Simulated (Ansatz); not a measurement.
`N[SiH2]O[Si](N)(F)F`. Charge 0, multiplicity 1. The structure was optimised at the PBE0-D4/def2-TZVP level. It is one conformer, not always the lowest.

```xyz
13

N    -0.254    1.179    1.479
Si    1.076    0.113    1.267
O     0.920   -0.800   -0.084
Si    0.034   -1.034   -1.406
N    -1.269    0.019   -1.407
F     0.945   -0.863   -2.690
F    -0.404   -2.555   -1.472
H    -0.134    2.171    1.356
H    -0.971    0.977    2.157
H     2.308    0.921    1.122
H     1.141   -0.827    2.410
H    -1.411    0.628   -0.617
H    -1.979    0.071   -2.114
```

(1) What is the dipole moment at ωB97M-V/def2-TZVPP? (Estimate.)

(2) And with PBE, r2SCAN, B3LYP? (An estimate is asked.)

(3) Give the Mulliken charges with ωB97M-V, PBE, r2SCAN in def2-TZVPP. (An estimate is asked.)

## Answers

(1) The calculation gave: 4.50 D, with components (-2.08, 3.20, 2.38) D in this frame, pointing from negative to positive charge.

(2) The calculation gave: PBE 4.45 D, r2SCAN 4.49 D, B3LYP 4.52 D.

(3) Ansatz gave: 
| atom | ωB97M-V | PBE | r2SCAN |
| --- | --- | --- | --- |
| N1 | -0.42 | -0.42 | -0.50 |
| Si2 | 0.44 | 0.41 | 0.54 |
| O3 | -0.35 | -0.27 | -0.37 |
| Si4 | 0.85 | 0.71 | 0.89 |
| N5 | -0.37 | -0.38 | -0.45 |
| F6 | -0.30 | -0.27 | -0.31 |
| F7 | -0.30 | -0.27 | -0.31 |
| H8 | 0.14 | 0.17 | 0.18 |
| H9 | 0.14 | 0.17 | 0.18 |
| H10 | -0.04 | -0.07 | -0.08 |
| H11 | -0.04 | -0.07 | -0.08 |
| H12 | 0.14 | 0.15 | 0.16 |
| H13 | 0.12 | 0.15 | 0.16 |

B3LYP here is the variant with VWN-RPA as its local correlation; programs differ in this.
